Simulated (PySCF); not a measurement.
# Dipole moment and polarisability of `N#C[C@@]12CC[C@@H]1[C@H]2C(Cl)Cl`

Compound: C7H7Cl2N.
Cartesian coordinates in Å at the PBE0-D3(BJ)/def2-SVP level; atoms count from 1:
```
atom  x, y, z in Å
N1     1.559    2.448   -0.399
C2     1.077    1.394   -0.375
C3     0.503    0.086   -0.336
C4     1.109   -1.171   -0.966
C5     0.659   -1.990    0.274
C6     0.055   -0.732    0.882
C7    -0.959   -0.151   -0.042
C8    -1.762    1.010    0.453
Cl9   -2.394    1.949   -0.917
Cl10  -3.087    0.435    1.498
H11    2.200   -1.104   -1.054
H12    0.685   -1.452   -1.942
H13    1.511   -2.374    0.850
H14   -0.049   -2.814    0.099
H15    0.096   -0.432    1.932
H16   -1.516   -0.810   -0.720
H17   -1.161    1.701    1.057
```

Level: CAM-B3LYP/def2-SVPD (PySCF), static field, nuclei fixed, core orbitals frozen in the response. The polarisability tensor in these axes (au):

```
x   111.77  -0.59  -8.47
y    -0.59 114.67  -8.78
z    -8.47  -8.78  96.17
```

Question: Give the principal values, the mean and the anisotropy Δα = √{½[(α1 − α2)² + (α2 − α3)² + (α1 − α3)²]}.

Answer: Principal values 89.67, 113.48 and 119.45 au; mean 107.54 au = 15.94 Å³ = 17.73 × 10⁻⁴⁰ C²·m²/J; Δα = 27.29 au (25 % of the mean).

Question: What is the dipole moment, and where does it point?

Answer: (0.49, -4.55, 0.56) D, 4.61 D in size, pointing from the negative to the positive side. Measured along this direction, the outermost atoms are N1 and Cl9 at the negative end and H14 at the positive end.

Question: Give the eigenvalues of the traceless quadrupole moment Θ = ½Σq(3rr − r²1), origin at the centre of nuclear charge.

Answer: -18.71, 7.31, 11.40 D·Å. The values depend on the origin, since the dipole doesn't vanish. The electronic extent ⟨r²⟩ about the same centre is 1984 bohr², a root-mean-square distance of 2.48 Å for the 90 electrons.

Question: Sum over states: ᾱ = Σ f/ω², ω in Eh. What share falls to these 6 lowest TDDFT singlets (eV, f)? 6.71, 0.0064; 7.05, 0.0086; 7.07, 0.0018; 7.17, 0.0650; 7.31, 0.0027; 7.47, 0.0311.

Answer: They add up to 1.65 au, 1.5 % of the 107.54 au; the largest single term is 0.93 au, from the state at 7.17 eV. Terms in order: 0.11, 0.13, 0.03, 0.93, 0.04, 0.41 au. Higher excitations give the rest. The strengths listed sum to 0.116.

Question: What depolarisation ratio follows for Rayleigh scattering of linearly polarised light, taking the static tensor?

Answer: ρ = 3Δα²/(45ᾱ² + 4Δα²) = 2234.8/(520372 + 2979.7) = 0.00427.

Question: Find the Langevin capture rate constant for O2+ (31.990 u) meeting this molecule (174.996 u), k = 2.342 × 10⁻⁹ cm³/s × √(α in Å³ / reduced mass in u).

Answer: The reduced mass is 27.05 u, so k = 1.80 × 10⁻⁹ cm³/s. The formula leaves out the permanent dipole, which adds to the capture rate.

Question: Along which axes do the principal values lie, and how far do the nuclei extend along each?

Answer: Largest value along (0.44, 0.78, -0.45), where the nuclei span 5.01 Å; middle along (0.83, -0.54, -0.13), 5.55 Å; least along (0.35, 0.32, 0.88), 3.54 Å. The strongest response doesn't lie along the longest of the three spans.

Geometry: PBE0-D3(BJ)/def2-SVP, one conformer, isolated molecule.

These values come from a run that also computed excited states. Rough CPU time on one thread of a shared machine: about 3 min.
